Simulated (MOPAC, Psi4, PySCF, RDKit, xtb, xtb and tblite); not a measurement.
Torsional profile of SMILES CCC[SiH2]c1cccs1 (C₇H₁₂SSi). Scanned: dihedral C1–C2–C3–Si4; all other coordinates were relaxed at GFN2-xTB. Points at φ and −φ are mirror images.

Geometry of the scan point at -80° (Å):
```
21

C      3.2922     0.7166     0.4408
C      2.6015    -0.6214     0.2173
C      1.0907    -0.4671     0.0497
Si     0.1692    -0.2684     1.6991
C     -1.6705    -0.2471     1.3452
C     -2.3486    -0.3179     0.1638
C     -3.7519    -0.2760     0.3054
C     -4.1350    -0.1730     1.6035
S     -2.7867    -0.1251     2.6676
H      4.3663     0.5805     0.5480
H      3.1138     1.3812    -0.4019
H      2.9144     1.1952     1.3409
H      2.8157    -1.2896     1.0531
H      3.0216    -1.0802    -0.6830
H      0.7042    -1.3563    -0.4539
H      0.8919     0.3741    -0.6157
H      0.5191     0.9808     2.3898
H      0.4711    -1.4043     2.5818
H     -1.8524    -0.3978    -0.7874
H     -4.4408    -0.3211    -0.5196
H     -5.1274    -0.1222     2.0060
```

Methods: GFN2-xTB (xtb and tblite); MMFF94 // GFN2-xTB (RDKit); PBE0/def2-SVP // GFN2-xTB (Psi4); PBE0-D3(BJ)/def2-SVP // GFN2-xTB (Psi4); PBE/def2-SVP // GFN2-xTB (Psi4); PBE-D3(BJ)/def2-SVP // GFN2-xTB (Psi4); UFF // GFN2-xTB (RDKit); AM1, restricted, heats of formation // GFN2-xTB (MOPAC); PM3, restricted, heats of formation // GFN2-xTB (MOPAC); GFN1-xTB // GFN2-xTB (xtb); RKS-B3LYP/6-31G* = restricted B3LYP/6-31G*, spherical d, density fitting // GFN2-xTB in PySCF; RHF/6-31G* = restricted Hartree-Fock/6-31G*, spherical d, density fitting // GFN2-xTB (PySCF); RHF/LANL2DZ = restricted Hartree-Fock/LANL2DZ, with its core potentials past Ne // GFN2-xTB (PySCF); RKS-LDA (SVWN5)/6-31G* = restricted LDA (SVWN5)/6-31G*, spherical d, density fitting // GFN2-xTB (PySCF).

Least-squares fit of E(φ) = a0 + Σ (a_n cos nφ + b_n sin nφ), n = 1 to 4, to the 18 scan points, in kcal/mol above the lowest point of each profile (levels whose profile four harmonics don't fit are not listed):

| method | a0 | a1 | b1 | a2 | b2 | a3 | b3 | a4 | b4 | rms of fit |
|---|---|---|---|---|---|---|---|---|---|---|
| GFN2-xTB | 1.52 | 0.44 | 0.00 | 0.37 | 0.00 | 1.48 | 0.00 | 0.01 | 0.00 | 0.05 |
| MMFF94 | 3.28 | 2.44 | 0.00 | 1.37 | 0.00 | 2.04 | 0.00 | -0.30 | 0.00 | 0.08 |
| PBE0/def2-SVP | 1.93 | 0.77 | 0.00 | 0.24 | 0.00 | 1.44 | 0.00 | 0.01 | 0.00 | 0.07 |
| PBE0-D3(BJ)/def2-SVP | 1.73 | 0.54 | 0.00 | 0.24 | 0.00 | 1.46 | 0.00 | 0.01 | 0.00 | 0.07 |
| PBE/def2-SVP | 1.91 | 0.79 | 0.00 | 0.23 | 0.00 | 1.39 | 0.00 | 0.00 | 0.00 | 0.06 |
| PBE-D3(BJ)/def2-SVP | 1.70 | 0.54 | 0.00 | 0.23 | 0.00 | 1.42 | 0.00 | 0.00 | 0.00 | 0.07 |
| UFF | 3.58 | 2.36 | 0.00 | 1.28 | 0.00 | 2.39 | 0.00 | -0.23 | 0.00 | 0.06 |
| AM1 | 1.92 | 2.26 | 0.00 | 0.97 | 0.00 | 0.58 | 0.00 | -0.06 | 0.00 | 0.05 |
| PM3 | 1.48 | 1.04 | 0.00 | 0.47 | 0.00 | 0.92 | 0.00 | 0.00 | 0.00 | 0.02 |
| GFN1-xTB | 0.77 | -0.05 | 0.00 | -0.03 | 0.00 | 0.82 | 0.00 | 0.06 | 0.00 | 0.07 |
| RKS-B3LYP/6-31G* | 2.20 | 1.10 | 0.00 | 0.30 | 0.00 | 1.44 | 0.00 | 0.00 | 0.00 | 0.05 |
| RHF/6-31G* | 2.44 | 1.28 | 0.00 | 0.39 | 0.00 | 1.55 | 0.00 | -0.01 | 0.00 | 0.06 |
| RHF/LANL2DZ | 2.33 | 1.21 | 0.00 | 0.36 | 0.00 | 1.51 | 0.00 | 0.02 | 0.00 | 0.04 |
| RKS-LDA (SVWN5)/6-31G* | 1.71 | 0.41 | 0.00 | 0.16 | 0.00 | 1.53 | 0.00 | 0.03 | 0.00 | 0.07 |

MMFF94 has few fitted parameters for silicon.
